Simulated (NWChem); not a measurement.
Program: NWChem. System: I (+1), charge 1, spin multiplicity 3. Its SCF solution wasn't tested for a lower state. Level: G0W0@UPBE/def2-TZVP with def2 effective core potentials on I, RI basis def2-tzvp-rifit, no spin-orbit coupling.

The NWChem input:

```
start mol
memory heap 200 mb stack 700 mb global 1700 mb
charge 1
geometry units angstroms nocenter noautoz
  I      0.000000     0.000000     0.000000
  symmetry group D2h
end
basis spherical
  * library def2-tzvp
end
ecp
  I library def2-ecp
end
basis "ri basis" bse spherical
  * library def2-tzvp-rifit
end
dft
  xc xpbe96 cpbe96
  odft
  mult 3
  iterations 100
  direct
  tolerances tight
end
task dft energy
gw
  states alpha occ 4 vir 2
  states beta occ 4 vir 2
end
task dft gw
```

NWChem printed:

```
             Northwest Computational Chemistry Package (NWChem) 7.3.0
             --------------------------------------------------------

                                NWChem Input Module
                                -------------------

 Scaling coordinates for geometry "geometry" by  1.889725989
 (inverse scale =  0.529177249)

                             Geometry "geometry" -> ""
                             -------------------------

 Output coordinates in angstroms (scale by  1.889725989 to convert to a.u.)

  No.       Tag          Charge          X              Y              Z
 ---- ---------------- ---------- -------------- -------------- --------------
    1 I                   53.0000     0.00000000     0.00000000     0.00000000

 Effective nuclear repulsion energy (a.u.)       0.0000000000

            Nuclear Dipole moment (a.u.)
            ----------------------------
        X                 Y               Z
 ---------------- ---------------- ----------------
     0.0000000000     0.0000000000     0.0000000000

      Symmetry information
      --------------------

 Group name             D2h
 Group number             26
 Group order               8
 No. of unique centers     1

      Symmetry unique atoms

     1


 Summary of "ao basis" -> "" (spherical)
 ------------------------------------------------------------------------------
       Tag                 Description            Shells   Functions and Types
 ---------------- ------------------------------  ------  ---------------------
 *                         def2-tzvp                  on all atoms

 Summary of "ri basis" -> "" (spherical)
 ------------------------------------------------------------------------------
       Tag                 Description            Shells   Functions and Types
 ---------------- ------------------------------  ------  ---------------------
 *                      def2-tzvp-rifit               on all atoms

  pbe96 is a nonlocal functional; adding pw91lda local functional.

                                 NWChem DFT Module
                                 -----------------

 Summary of "ao basis" -> "ao basis" (spherical)
 ------------------------------------------------------------------------------
       Tag                 Description            Shells   Functions and Types
 ---------------- ------------------------------  ------  ---------------------
 I                         def2-tzvp                16       50   6s5p3d2f

 Summary of "ao basis" -> "ao basis" (spherical)
 ------------------------------------------------------------------------------
       Tag                 Description            Shells   Functions and Types
 ---------------- ------------------------------  ------  ---------------------
 I                         def2-tzvp                16       50   6s5p3d2f

      Symmetry analysis of basis
      --------------------------

        ag         12
        au          2
        b1g         3
        b1u         9
        b2g         3
        b2u         9
        b3g         3
        b3u         9

            General Information
            -------------------
          SCF calculation type: DFT
          Wavefunction type:  spin polarized.
          No. of atoms     :     1
          No. of electrons :    24
           Alpha electrons :    13
            Beta electrons :    11
          Charge           :     1
          Spin multiplicity:     3
          Use of symmetry is: on ; symmetry adaption is: on
          Maximum number of iterations: 100
          This is a Direct SCF calculation.
          AO basis - number of functions:    50
                     number of shells:    16
          Convergence on energy requested:  1.00D-06
          Convergence on density requested:  1.00D-05
          Convergence on gradient requested:  5.00D-04

              XC Information
              --------------
          PerdewBurkeErnzerhof Exchange Functional  1.000
            Perdew 1991 LDA Correlation Functional  1.000 local
           PerdewBurkeErnz. Correlation Functional  1.000 non-local

             Grid Information
             ----------------
          Grid used for XC integration:  medium
          Radial quadrature: Mura-Knowles
          Angular quadrature: Lebedev.
          Tag              B.-S. Rad. Rad. Pts. Rad. Cut. Ang. Pts.
          ---              ---------- --------- --------- ---------
          I                   1.40      123           6.0       590
          Grid pruning is: on
          Number of quadrature shells:   123
          Spatial weights used:  Erf1

          Convergence Information
          -----------------------
          Convergence aids based upon iterative change in
          total energy or number of iterations.
          Levelshifting, if invoked, occurs when the
          HOMO/LUMO gap drops below (HL_TOL):  1.00D-02
          DIIS, if invoked, will attempt to extrapolate
          using up to (NFOCK): 10 stored Fock matrices.

                    Damping( 0%)  Levelshifting(0.5)       DIIS
                  --------------- ------------------- ---------------
          dE  on:    start            ASAP                start
          dE off:    2 iters        100 iters           100 iters

      Screening Tolerance Information
      -------------------------------
          Density screening/tol_rho:  1.00D-10
          AO Gaussian exp screening on grid/accAOfunc:  14
          CD Gaussian exp screening on grid/accCDfunc:  20
          XC Gaussian exp screening on grid/accXCfunc:  20
          Schwarz screening/accCoul:  1.00D-08
[...]
                     b3u               2.0          1.0

                    DFT Final Alpha Molecular Orbital Analysis
                    ------------------------------------------

 Vector   11  Occ=1.000000D+00  E=-6.018313D-01  Symmetry=b1u
              MO Center= -3.7D-17,  1.6D-18, -4.3D-16, r^2= 1.7D+00
   Bfn.  Coefficient  Atom+Function         Bfn.  Coefficient  Atom+Function
  ----- ------------  ---------------      ----- ------------  ---------------
    18      0.632723  1 I  pz                12     -0.510132  1 I  pz
    15      0.431551  1 I  pz                21      0.126919  1 I  pz
     9     -0.064726  1 I  pz

 Vector   12  Occ=1.000000D+00  E=-6.018312D-01  Symmetry=b3u
              MO Center= -6.0D-17,  1.9D-17,  1.7D-16, r^2= 1.7D+00
   Bfn.  Coefficient  Atom+Function         Bfn.  Coefficient  Atom+Function
  ----- ------------  ---------------      ----- ------------  ---------------
    16      0.632785  1 I  px                10     -0.510149  1 I  px
    13      0.431562  1 I  px                19      0.126829  1 I  px
     7     -0.064729  1 I  px

 Vector   13  Occ=1.000000D+00  E=-5.590857D-01  Symmetry=b2u
              MO Center= -2.8D-15,  3.0D-16,  2.3D-16, r^2= 1.7D+00
   Bfn.  Coefficient  Atom+Function         Bfn.  Coefficient  Atom+Function
  ----- ------------  ---------------      ----- ------------  ---------------
    17      0.617344  1 I  py                11     -0.501939  1 I  py
    14      0.423471  1 I  py                20      0.153963  1 I  py
     8     -0.063566  1 I  py

 Vector   14  Occ=0.000000D+00  E=-1.312826D-01  Symmetry=ag
              MO Center= -1.9D-16, -2.9D-16, -2.2D-16, r^2= 2.7D+00
   Bfn.  Coefficient  Atom+Function         Bfn.  Coefficient  Atom+Function
  ----- ------------  ---------------      ----- ------------  ---------------
    34      0.810011  1 I  d  0              36     -0.467658  1 I  d  2
    24     -0.244574  1 I  d  0              26      0.141204  1 I  d  2
    29      0.111329  1 I  d  0              31     -0.064275  1 I  d  2

 Vector   15  Occ=0.000000D+00  E=-1.312825D-01  Symmetry=b2g
              MO Center= -4.2D-16, -2.5D-16,  3.5D-15, r^2= 2.7D+00
   Bfn.  Coefficient  Atom+Function         Bfn.  Coefficient  Atom+Function
  ----- ------------  ---------------      ----- ------------  ---------------
    35      0.935319  1 I  d  1              25     -0.282410  1 I  d  1
    30      0.128551  1 I  d  1

 Vector   16  Occ=0.000000D+00  E=-1.083421D-01  Symmetry=b1g
              MO Center=  3.1D-15, -5.4D-15, -3.7D-16, r^2= 2.7D+00
   Bfn.  Coefficient  Atom+Function         Bfn.  Coefficient  Atom+Function
  ----- ------------  ---------------      ----- ------------  ---------------
    32      0.942146  1 I  d -2              22     -0.275114  1 I  d -2
    27      0.117106  1 I  d -2

                     DFT Final Beta Molecular Orbital Analysis
                     -----------------------------------------

 Vector    9  Occ=1.000000D+00  E=-2.167453D+00  Symmetry=ag
              MO Center= -7.4D-16, -7.9D-16, -2.8D-16, r^2= 2.7D-01
   Bfn.  Coefficient  Atom+Function         Bfn.  Coefficient  Atom+Function
  ----- ------------  ---------------      ----- ------------  ---------------
    26      0.801725  1 I  d  2              24      0.462871  1 I  d  0
    31      0.111179  1 I  d  2              29      0.064188  1 I  d  0

 Vector   10  Occ=1.000000D+00  E=-9.340784D-01  Symmetry=ag
              MO Center= -4.1D-32,  5.8D-17, -1.9D-19, r^2= 1.2D+00
   Bfn.  Coefficient  Atom+Function         Bfn.  Coefficient  Atom+Function
  ----- ------------  ---------------      ----- ------------  ---------------
     5      0.942917  1 I  s                  3     -0.642893  1 I  s
     2      0.594922  1 I  s                  4     -0.424107  1 I  s
     6      0.371971  1 I  s                  1     -0.282430  1 I  s

 Vector   11  Occ=1.000000D+00  E=-5.343774D-01  Symmetry=b2u
              MO Center=  1.1D-16, -6.9D-16, -8.0D-17, r^2= 1.8D+00
   Bfn.  Coefficient  Atom+Function         Bfn.  Coefficient  Atom+Function
  ----- ------------  ---------------      ----- ------------  ---------------
    17      0.601856  1 I  py                11     -0.499904  1 I  py
    14      0.425584  1 I  py                20      0.171876  1 I  py
     8     -0.063211  1 I  py

 Vector   12  Occ=0.000000D+00  E=-5.267960D-01  Symmetry=b3u
              MO Center=  4.1D-17,  1.3D-16, -4.1D-18, r^2= 1.7D+00
   Bfn.  Coefficient  Atom+Function         Bfn.  Coefficient  Atom+Function
  ----- ------------  ---------------      ----- ------------  ---------------
    16      0.589618  1 I  px                10     -0.505179  1 I  px
    13      0.439059  1 I  px                19      0.174511  1 I  px
     7     -0.063809  1 I  px

 Vector   13  Occ=0.000000D+00  E=-5.267960D-01  Symmetry=b1u
              MO Center=  6.9D-17,  9.6D-18, -7.1D-17, r^2= 1.7D+00
   Bfn.  Coefficient  Atom+Function         Bfn.  Coefficient  Atom+Function
  ----- ------------  ---------------      ----- ------------  ---------------
    18      0.589618  1 I  pz                12     -0.505179  1 I  pz
    15      0.439059  1 I  pz                21      0.174511  1 I  pz
     9     -0.063809  1 I  pz

 Vector   14  Occ=0.000000D+00  E=-7.248999D-02  Symmetry=b3g
              MO Center= -3.6D-18, -3.7D-17,  7.3D-19, r^2= 2.7D+00
   Bfn.  Coefficient  Atom+Function         Bfn.  Coefficient  Atom+Function
  ----- ------------  ---------------      ----- ------------  ---------------
    33      0.950630  1 I  d -1              23     -0.264897  1 I  d -1
    28      0.102880  1 I  d -1

   alpha - beta orbital overlaps
   -----------------------------

   alpha      1      2      3      4      5      6      7      8      9     10
    beta      1      2      3      4      6      5      7      8      9     10
 overlap   1.000  1.000  1.000  1.000  1.000  1.000  1.000  1.000  1.000  0.999

   alpha     11     12     13     14     15     16     17     18     19     20
    beta     13     12     11     18     17     15     14     16     20     21
 overlap   0.999  0.999  1.000  1.000  1.000  1.000  1.000  0.980  0.999  0.999

   alpha     21     22     23     24     25     26     27     28     29     30
    beta     19     22     28     29     24     23     26     25     27     32
 overlap   1.000  0.981  1.000  1.000  1.000  1.000  0.999  0.999  0.999  1.000

   alpha     31     32     33     34     35     36     37     38     39     40
    beta     31     30     36     35     34     33     37     38     39     41
 overlap   1.000  1.000  1.000  1.000  1.000  1.000  1.000  1.000  1.000  1.000

   alpha     41     42     43     44     45     46     47     48     49     50
    beta     40     42     43     44     45     46     47     48     49     50
 overlap   1.000  1.000  1.000  1.000  1.000  1.000  1.000  1.000  1.000  1.000

     --------------------------
     Expectation value of S2:
     --------------------------
      <S2> =      2.0024 (Exact =     2.0000)

 Task  times  cpu:        7.3s     wall:        7.3s

                                NWChem Input Module
                                -------------------

                                 NWChem GW Module
                                 ----------------

                             ***********************
                             ***        GW       ***
                             ***********************

 Summary of "ri basis" -> "ri basis" (spherical)
 ------------------------------------------------------------------------------
       Tag                 Description            Shells   Functions and Types
 ---------------- ------------------------------  ------  ---------------------
 I                      def2-tzvp-rifit             38      184   9s8p8d6f4g3h

                 Memory Information
                 ------------------
          Available GA per process is          1700.0 MBs
          Available stack per process is        700.0 MBs
          Available heap per process is           0.1 MBs

          Peak memory in Initialization
              Peak GA per process is                  2.2 MBs
              Peak stack per process is               0.0 MBs
              Peak heap per process is                2.4 MBs
              Memory not in MA per process            0.0 MBs

          Peak memory in AFF Calculation
              Peak GA per process is                  9.5 MBs
              Peak stack per process is               6.3 MBs
              Peak heap per process is                0.0 MBs
              Memory not in MA per process            6.3 MBs

          Computing 2-center integrals
          Computing Inverse Cholesky factor
          Computing 3-center integrals
          Computing V_xc ...

          Computing Sigma_x
          Computing RPA polarizability
          Solving quasiparticle equations

                  Alpha Orbitals
          State     Energy (eV)     Error (eV)
          -----------------------------------
@GW        10        -28.914           0.000
@GW        11        -20.321           0.003
@GW        12        -20.321           0.003
@GW        13        -19.217           0.005
@GW        14          0.310           0.003
@GW        15          0.310           0.003

                   Beta Orbitals
          State     Energy (eV)     Error (eV)
          -----------------------------------
@GW         8        -65.851           0.005
@GW         9        -65.737           0.005
@GW        10        -28.111           0.005
@GW        11        -18.299           0.003
@GW        12        -10.364           0.003
@GW        13        -10.364           0.003

   Applying  -4.0040 eV scissor-shift to rest of particle states

   Applying   3.8824 eV scissor-shift to rest of hole states

   Applying  -3.7575 eV scissor-shift to rest of particle states

   Applying   3.9712 eV scissor-shift to rest of hole states

     GW Timing Statistics
   ------------------------
   Init.   :          0.2s
     ERIs  :          0.2s
     Distr.:          0.0s
     Vxc   :          0.1s
   Sigma_x :          0.0s
   RPA     :          0.2s
   Wmn     :          0.0s
   Sigma_c :          0.0s
   GW total:          0.7s

 Task  times  cpu:        0.7s     wall:        0.7s

 Total times  cpu:        8.5s     wall:        8.5s
```
